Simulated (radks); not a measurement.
Spherical jellium clusters: N electrons in a uniform positive sphere of charge N and radius rs N^(1/3), rs = 2.68 bohr. Calculated with a radial shooting solver with Libxc functionals: non-relativistic Kohn-Sham, PBEsol, spin-polarised, spherical densities. Levels are named by radial order and angular momentum (1s, 1p, 1d, 2s, ...), and open shells are averaged over m.

N = 22, configuration 1s2 1p6 1d10 2s2 1f(up 2, down 0). This is the lowest configuration that the search found. Occupied and some empty levels:

| level | occupation | eigenvalue (eV) | <r> (bohr) |
|---|---|---|---|
| 1s up | 1 | -8.4611 | 4.643 |
| 1s down | 1 | -8.3758 | 4.547 |
| 1p up | 3 | -6.8271 | 5.575 |
| 1p down | 3 | -6.6717 | 5.504 |
| 1d up | 5 | -4.8241 | 6.296 |
| 1d down | 5 | -4.6175 | 6.250 |
| 2s up | 1 | -4.0128 | 5.527 |
| 2s down | 1 | -3.8743 | 5.544 |
| 1f up | 2 | -2.5745 | 7.022 |
| 1f down | 0 | -2.3359 | 7.007 |
| 2p up | 0 | -1.8016 | 7.306 |
| 2p down | 0 | -1.6548 | 7.339 |
| 1g up | 0 | -0.24684 | 8.164 |

Energy (eV): total -29.7116, kinetic 77.560, external -2046.6, Hartree 997.71, exchange-correlation -110.72, background 1052.3.
